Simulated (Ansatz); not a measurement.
Consider the redistribution: `[GeH3][CH]1O[SiH2]O1` + `C=C[SiH2]N` → `C=C[SiH2][GeH3]` + `NC1O[SiH2]O1`.

Calculated with Ansatz (gas phase, PBE0-D4/def2-TZVP geometries, no zero-point term in ΔE). CBS: MP2 limit from def2 TZ/QZ plus the TZ coupled-cluster correction, frozen cores. DFT in def2-TZVPP. For Ge outer-core shells are correlated without core-valence functions, which leaves a few kJ/mol of doubt a bond. Scalar relativity is left out up to krypton. One conformer a species, not always the lowest.

```tsv
species	PBE0-D4 energy (Eh)
`[GeH3][CH]1O[SiH2]O1`	-2558.18664
`C=C[SiH2]N`	-424.45324
`C=C[SiH2][GeH3]`	-2447.04947
`NC1O[SiH2]O1`	-535.58987
```

Problem. Work out ΔE.

Solution. ΔE = (-2447.04947) + (-535.58987) − (-2558.18664) − (-424.45324) = 0.00054 Eh = +0.3 kcal/mol. CCSD(T)/CBS gives +4.4 kcal/mol.

Largest T1 diagnostic among the species: 0.013.

From PBE to PBE0 (25 % exact exchange), in def2-TZVPP and without D4, ΔE moves by +0.8 kcal/mol.
